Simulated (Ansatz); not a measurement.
Consider the homolysis of the Ge–N bond: `O=C=[N][Ge]([F])([F])[F]` → `[F][Ge]([F])[F]`• + `[N]=C=O`•.

Computed with Ansatz on PBE0-D4/def2-TZVP structures; ΔE is electronic, products minus reactants. CCSD(T)/CBS is the MP2 limit (def2-TZVPP, def2-QZVPP) plus CCSD(T) − MP2 in def2-TZVPP, frozen cores. This one scheme is used for every species. DFT in def2-TZVPP. B3LYP here is the variant with VWN-RPA as its local correlation; programs differ in this. Open shells (•) are unrestricted, without spin–orbit coupling. For Ge outer-core shells are correlated without core-valence functions, which leaves a few kJ/mol of doubt a bond. Scalar relativity is left out up to krypton. Each species was taken in one conformer, which may not be the lowest.

```json
{"level": "LDA (SPW92)", "ΔE (kJ/mol)": "468.9", "difference from CCSD(T)/CBS": "22.1"}
{"level": "r2SCAN-D4", "ΔE (kJ/mol)": "406.7", "difference from CCSD(T)/CBS": "-40.1"}
{"level": "B3LYP-D4", "ΔE (kJ/mol)": "400.9", "difference from CCSD(T)/CBS": "-45.9"}
{"level": "r2SCANh-D4", "ΔE (kJ/mol)": "411.3", "difference from CCSD(T)/CBS": "-35.5"}
{"level": "BHLYP-D4", "ΔE (kJ/mol)": "417.1", "difference from CCSD(T)/CBS": "-29.7"}
{"level": "ωB97M-V", "ΔE (kJ/mol)": "420.1", "difference from CCSD(T)/CBS": "-26.7"}
{"level": "B2PLYP", "ΔE (kJ/mol)": "418.9", "difference from CCSD(T)/CBS": "-27.9"}
{"level": "r2SCANh", "ΔE (kJ/mol)": "409.1", "difference from CCSD(T)/CBS": "-37.7"}
{"level": "LC-ωPBE", "ΔE (kJ/mol)": "421.6", "difference from CCSD(T)/CBS": "-25.2"}
{"level": "HF/def2-SVP", "ΔE (kJ/mol)": "351.0", "difference from CCSD(T)/CBS": "-95.8"}
{"level": "CCSD(T)/def2-SVP", "ΔE (kJ/mol)": "428.7", "difference from CCSD(T)/CBS": "-18.1"}
{"level": "HF/def2-TZVPP", "ΔE (kJ/mol)": "343.4", "difference from CCSD(T)/CBS": "-103.4"}
{"level": "MP2/def2-TZVPP", "ΔE (kJ/mol)": "485.9", "difference from CCSD(T)/CBS": "39.1"}
{"level": "SCS-MP2/def2-TZVPP", "ΔE (kJ/mol)": "476.2", "difference from CCSD(T)/CBS": "29.4"}
{"level": "MP2/def2-QZVPP", "ΔE (kJ/mol)": "492.1", "difference from CCSD(T)/CBS": "45.3"}
{"level": "SCS-MP2/def2-QZVPP", "ΔE (kJ/mol)": "483.5", "difference from CCSD(T)/CBS": "36.7"}
{"level": "CCSD(T)/CBS", "ΔE (kJ/mol)": "446.8", "difference from CCSD(T)/CBS": "0"}
```

Largest T1 diagnostic among the species: 0.026.

In def2-TZVPP, CCSD(T) changes the Hartree–Fock value by +92.3 kJ/mol (the triples alone add +7.3 kJ/mol) and MP2 by +142.5 kJ/mol; breaking electron pairs costs correlation energy, which Hartree–Fock lacks. Leaving LDA and LC-ωPBE aside and taking each functional with its dispersion term where it has one, the values, not all of them listed here, spread over 72.3 kJ/mol, from BLYP-D4 to PBE-QIDH. LDA lies +77.7 kJ/mol from PBE without D4, its usual overbinding. At CCSD(T), def2-SVP lies −18.1 kJ/mol from the extrapolated value and def2-TZVPP −11.2 kJ/mol: correlation converges slowly with the basis, and small sets miss more of it in the bonded molecule than in its fragments.
